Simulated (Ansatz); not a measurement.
Molecule: CH$_{4}$BO$_{3}$ (charge 0, doublet). It need not be the lowest isomer of its formula. 
Coordinates optimised at B3LYP-D3(BJ)/def2-TZVP (Ansatz, a program for electronic structure):
```
O
B 1 1.3509
O 2 1.3740 1 119.63
O 2 1.3742 1 122.61 3 180.00
H 4 0.9626 2 114.97 1 180.00
C 1 1.4283 2 120.66 3 -180.00
H 6 1.0879 1 106.97 2 -180.00
H 6 1.0911 7 109.48 1 120.28
H 6 1.0911 7 109.48 8 119.43
```
Charge 0, spin multiplicity 2.

Total electronic energies in hartree. Valence correlation only, unless marked. Open shells are spin-unrestricted. Spin-orbit coupling is left out. No relativistic terms. Basis-set limits of correlation are two-point, X^-3; Hartree-Fock from the larger set.

```
level                                program  energy (Eh)
----------------------------  --------------  -----------
HF/6-31G*                             Ansatz   -289.56969
HF/cc-pVQZ                            Ansatz   -289.71130
BLYP-D3(BJ)/def2-TZVPD        Ansatz + dftd3   -291.17036
B3LYP-D4/def2-TZVPD           Ansatz + dftd4   -291.23999
PBE0/6-31G*                           Ansatz   -290.76656
PBE0/def2-SVP                         Ansatz   (withheld)
PBE0-D3(BJ)/def2-TZVPD        Ansatz + dftd3   (withheld)
PBE0/def2-QZVPP                       Ansatz   -290.91605
BHLYP/def2-TZVPD                      Ansatz   (withheld)
LC-wPBE-D3(BJ)/def2-TZVPD     Ansatz + dftd3   -291.04623
B2PLYP-D4/def2-TZVPD          Ansatz + dftd4   -291.02080
B2PLYP/def2-TZVPD                     Ansatz   -291.01735
RI-MP2/CBS(cc-pVTZ,cc-pVQZ)           Ansatz    -290.7599
SCS-MP2/cc-pVTZ                       Ansatz   -290.60049
CCSD(T)/CBS(cc-pVTZ,cc-pVQZ)          Ansatz    -290.8172
```

Task: What belongs in the gaps?

Result: 
- PBE0/def2-SVP, energy (Eh): -290.55727
- PBE0-D3(BJ)/def2-TZVPD, energy (Eh): -290.90306
- BHLYP/def2-TZVPD, energy (Eh): -291.08718
